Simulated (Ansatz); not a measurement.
Basis-set extrapolation for C2H5ClSSi (`C[Si]1(Cl)CS1`) (PBE0-D4/def2-TZVP geometry, frozen core, Ansatz). Multiplicity 1, RHF reference.

```json
{"": "HF", "def2-TZVPP": "-1224.746282", "def2-QZVPP": "-1224.782612"}
{"": "MP2 correlation", "def2-TZVPP": "-0.822529", "def2-QZVPP": "-0.889059"}
{"": "CCSD(T) correlation", "def2-TZVPP": "-0.917442", "def2-QZVPP": "not run"}
```

Energies in hartree. Use E(X) = E(∞) + A·exp(−7.88·√X) for Hartree–Fock and E(X) = E(∞) + B·X^(−2.97) for correlation, with X = 3 and 4, and add CCSD(T) minus MP2 of the smaller set to the MP2 limit.

Question: What is the CCSD(T) energy at the basis-set limit?

Answer: HF limit: -1224.782612 + (-0.036330) × 0.13774 = -1224.78762. MP2 limit: -0.889059 + (-0.066530) × 0.74074 = -0.93834. Higher-order term: -0.917442 − (-0.822529) = -0.09491. Total: -1225.82087 hartree, 4.28 eV below CCSD(T)/def2-TZVPP.
